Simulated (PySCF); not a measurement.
**Computed spin Hamiltonian**

Species: C4H3F4O (doublet state).
Structure used (GFN2-xTB), in Å, numbered top down from 1:
```xyz
12
C4H3F4O angstrom
F      1.0866   -2.0094    0.7035
C      0.5301   -0.8341    0.4478
C     -0.9040   -0.6541    0.1236
F     -1.7302   -0.7968    1.2195
C     -0.9184    0.7982   -0.3796
O      0.4303    1.1497   -0.6837
C      1.3142    0.3395   -0.0447
F      2.3178   -0.0028   -0.8887
F      1.9498    1.0061    0.9653
H     -1.2727   -1.3894   -0.6096
H     -1.3036    1.4513    0.4118
H     -1.4987    0.9411   -1.2912
```

The hyperfine couplings belong to this conformer and change with its torsions.

The species is `F[C]1[C@@H](F)COC1(F)F` [radical].

Method used: UKS B3LYP, pcH-1 on C F H O, non-relativistic, mean-field spin-orbit, GIAO in PySCF 2.14.0. Isolated species at its GFN2-xTB geometry (one conformer only). The geometry wasn't refined by DFT: couplings that depend on bond lengths, twists or pyramidal angles can differ widely from those at the functional's own minimum. The SCF solution wasn't tested for stability.

```json
{
 "g1, g2, g3": "2.00218, 2.00310, 2.00467",
 "g_iso": "2.00331",
 "Form of g": "rhombic: the two nearest values differ by 37 % of g3 − g1",
 "⟨S²⟩": "0.7536 (exact 0.7500)",
 "α and β electrons": "36, 35",
 "HOMO–LUMO gap, α and β orbitals": "7.85, 5.85 eV",
 "Basis functions": "255"
}
```

Isotropic coupling and dipolar principal values T1 to T3, in MHz; ρ(0) is the spin density at the nucleus:

```tsv
atom	isotope	a_iso	T1	T2	T3	Mulliken spin population	ρ(0) (bohr⁻³)
F1	19F	170.9	-281.7	-242.6	524.3	0.08	0.0406
C2	13C	135.3	-82.8	-79.7	162.5	0.85	0.1203
C3	13C	-33.1	-3.8	-2.9	6.6	-0.03	-0.0294
F4	19F	213.7	-66.2	-61.0	127.2	0.02	0.0508
C5	13C	-0.9	-1.2	-0.8	2.0	0.00	-0.0008
O6	17O	-4.1	-10.6	5.1	5.5	0.02	0.0068
C7	13C	-32.4	-2.7	-0.8	3.4	-0.02	-0.0289
F8	19F	49.3	-44.1	-39.3	83.5	0.01	0.0117
F9	19F	77.6	-55.5	-52.1	107.6	0.02	0.0184
H10	1H	75.1	-6.0	-2.1	8.1	0.04	0.0168
H11	1H	-2.0	-2.8	-2.3	5.0	0.00	-0.0005
H12	1H	-2.5	-2.1	-1.7	3.9	0.00	-0.0006
```

Largest spin populations (Mulliken): C2 (+0.85) and F1 (+0.08). No atom but C2 exceeds +0.15. The angles at C2 add up to 356.4°, so it is nearly planar.

Axes: g2 points within 8° of the F1–C2 bond.

Under fast tumbling the dipolar parts average out, and these isotropic splittings remain (the largest six): 1 × 19F (F4, I = 1/2, 2 lines) with 7.62 mT, 1 × 19F (F1, I = 1/2, 2 lines) with 6.10 mT, 1 × 19F (F9, I = 1/2, 2 lines) with 2.77 mT, 1 × 1H (H10, I = 1/2, 2 lines) with 2.68 mT, 1 × 19F (F8, I = 1/2, 2 lines) with 1.76 mT and 1 × 1H (H12, I = 1/2, 2 lines) with 0.09 mT.

The 13C coupling of C2 (135.3 MHz) shows only in satellite lines or after enrichment, since that isotope makes up about 1.07 % of natural carbon.
